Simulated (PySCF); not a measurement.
**Electron correlation in Ge⁺ (germanium, charge +1)**

[Ar] 3d10 4s2 4p1, 2P determinant. All numbers are calculated (PySCF 2.14, scalar relativity by spin-free X2C-1e, in x2c-TZVPall). Frozen: [Ar] 3d10; 3 electrons correlated.

MP2 pair energies summed by pair of shells (mhartree):

```csv
pair,energy,share (%)
4s-4s,-20.64,56.4
4s-4p,-15.99,43.6
```

Total MP2 correlation energy: -36.63 mhartree.

Same-spin part -2.50 and opposite-spin part -34.13 mhartree; SCS-MP2 scales them by 1/3 and 6/5 to -41.79 mhartree.

```
  level  correlation energy (mhartree)
   CCSD                         -50.02
    (T)                          -0.75
CCSD(T)                         -50.77
```

Diagnostics: T1 = 0.0098, D1 = 0.0231, largest double amplitude 0.093.

Cost of the coupled-cluster step: 0.48 s of wall time on 1 thread of Neoverse-V1 (shared host), for 3 correlated electrons.
